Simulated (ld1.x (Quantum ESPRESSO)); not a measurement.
## Ranking TM semilocal potentials for tin

All share these settings but for the change named:

- Element: tin (Sn)
- Generator: ld1.x (Quantum ESPRESSO) 7.5
- Type: norm-conserving Troullier–Martins (semilocal form)
- Functional: PBEsol
- Relativity: scalar-relativistic
- Frozen core: [Kr] 4d10
- Valence charge: 4
- Reference configuration: 5s2 5p0 (charge +2)
- Partial waves: 5s (bound): rc 1.70 bohr; 5p (bound, empty): rc 1.80 bohr
- Local potential: the p channel
- Core correction: none

Cutoff: the first of the cutoffs (Ry, on a coarse ladder) from which the occupation-weighted sum of valence levels, in a spherical-Bessel basis at the reference potential, stays within 10 and 1 mRy of its value at 400 Ry; the density cutoff is not measured.

The base gives 25 Ry.

Of 11 variants that were run, those that failed, showed a ghost or another fault, or gave nearly equal values are left out.

A variant can come out equal or close to the base.

(1) Rank these variants from softest to hardest (loose cutoff).
A. reference 5s1.75 5p2.25
B. wave 5s (bound): rc 1.70 bohr becomes 5s (bound): rc 2.56 bohr
C. wave 5p (bound): rc 1.80 bohr becomes 5p (bound): rc 2.48 bohr
D. all radii scaled by about 1.15 (s 1.96, p 2.06 bohr)

## Answers

(1) B (15 Ry), D (21 Ry), C (25 Ry), A (30 Ry).
